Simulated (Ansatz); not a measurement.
Geometry optimisation, RKS r2SCAN-D4/def2-SVP (Ansatz 0.2.0).

The input (input.yaml):

```yaml
crystal:
  periodic: [false, false, false]
  atoms:
    - { symbol: B, position_ang: [0.0, 0.0, 0.0] }
    - { symbol: Cl, position_ang: [0.0, 0.0, 1.86] }
    - { symbol: F, position_ang: [1.1431, 0.0, -0.66] }
    - { symbol: F, position_ang: [-1.1431, 0.0, -0.66] }
basis:
  gaussian: { orbitals: def2-SVP }
hamiltonian:
  xc: r2scan
  dispersion: d4
relax:
  f_tol: 0.02
  max_steps: 40
output:
  orbitals: {}
```

Launched with:

```bash
$ ansatz run input.yaml --threads 1 --pin off --max-ram 2048MiB --backend cpu --events-out ev --progress --plain --runs-dir out
```

Task: Where does it end, and by what steps?

Result: It converged. After 5 steps the energy has fallen by 0.137 eV; Cl2 moved furthest, 0.08 Å.

```tsv
step	energy less start (eV)	largest force component (eV/Å)	accepted
0	0.0000	2.176	yes
1	-0.1068	1.107	yes
2	-0.1355	0.163	yes
3	-0.1318	0.637	no
4	-0.1371	0.050	yes
5	-0.1373	0.003	yes
```

```xyz
4
Properties=species:S:1:pos:R:3
B 0.000 0.000 0.031
Cl 0.000 0.000 1.778
F 1.133 0.000 -0.634
F -1.133 0.000 -0.634
```

Whether the end is a true minimum wasn't checked by a vibrational analysis.

The run took 14 s on 1 thread of AMD EPYC 7R43 64-Core Processor (Zen 3) (shared host), peak memory 0.13 GiB.
